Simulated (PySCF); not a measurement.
**GaH₂ + 2 Cl₂ → GaCl₂ + 2 HCl**

Level: PBE0 in the def2-TZVP basis family, all electrons, no relativity, computed in PySCF with density fitting; open shells unrestricted.

```csv
species,state and structure,E (Eh),ZPE (kJ/mol),H(298 K) − H(0) (kJ/mol),S° (J/(mol K))
GaH₂,"doublet, C2v, Ga–H 1.593 Å (×2); H–Ga–H 120.5°",-1925.73003,26.4,10.2,224.9
Cl₂,"singlet, D∞h, Cl–Cl 1.982 Å",-920.08940,3.5,9.1,222.5
GaCl₂,"doublet, C2v, Ga–Cl 2.160 Å (×2); Cl–Ga–Cl 119.3°",-2844.80901,5.4,13.4,302.2
HCl,"singlet, C∞v, H–Cl 1.279 Å",-460.66440,17.9,8.7,186.6
```

(1) What is the electronic reaction energy?

(2) Add zero-point, thermal and entropy terms for 298.15 K and 1 bar.

Results:

(1) At PBE0/def2-TZVP, ΔE = -601.2 kJ/mol from the differences of the total energies times 2625.5, downhill. 

(2) ΔZPE = 7.8 and Δ[H(298) − H(0)] = 2.4 kJ/mol give ΔH° = -591.0 kJ/mol. ΔS° = 5.5 J/(mol K), so ΔG° = -591.0 − 298.15 × (0.0055) = -593 kJ/mol.

The structures come from searches over a few start shapes, so lower isomers are not excluded.
